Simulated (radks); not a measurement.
Neutral magnesium inside a hard spherical wall (all orbitals vanish at R), configuration held at [Ne] 3s2 and not refilled when levels cross. Method: scalar-relativistic Kohn-Sham, PBEsol, spin-polarised, spherical densities, finite nucleus; Fermi nuclear charge, rms radius 3.057 fm; computed with a radial shooting solver on a logarithmic mesh with Libxc functionals. Eigenvalues in eV for spin up, with the zero of energy where the potential of the charges vanishes at infinity; a dash marks a level that is unbound or too diffuse for the functional's potential to be trusted. A positive occupied level is held by the wall or, in an anion where self-interaction has pushed it up, behind a barrier. The pressure on the wall is -dE/dV.

R (bohr),E (hartree),kinetic (hartree),e(1s),e(2s),e(2p),e(3s),"e(3p, empty)","e(4s, empty)",pressure (GPa)
free,-199.84028,200.016,-1256.6,-79.593,-46.551,-4.679,-1.305,-,0
20,-199.84028,200.016,-1256.6,-79.593,-46.551,-4.679,-1.305,-,< 0.0001
15,-199.84028,200.016,-1256.6,-79.593,-46.551,-4.679,-1.301,0.308,< 0.0001
12,-199.84023,200.016,-1256.6,-79.586,-46.543,-4.674,-1.270,0.849,0.000964
8,-199.83577,200.049,-1256.3,-79.270,-46.229,-4.451,-0.767,4.213,0.179
7,-199.82706,200.099,-1255.9,-78.861,-45.821,-4.136,-0.216,6.771,0.676
6,-199.80192,200.218,-1255.0,-78.027,-44.991,-3.412,0.929,11.394,2.65
5,-199.72875,200.497,-1253.3,-76.431,-43.404,-1.712,3.388,20.361,11.2
4,-199.50470,201.195,-1250.0,-73.496,-40.491,2.605,9.105,39.645,55.9
2.5,-197.55565,206.342,-1235.5,-62.222,-29.087,33.259,43.752,144.77,1290
1.5,-185.14402,236.757,-1174.8,-22.988,13.133,187.92,189.01,539.45,35700
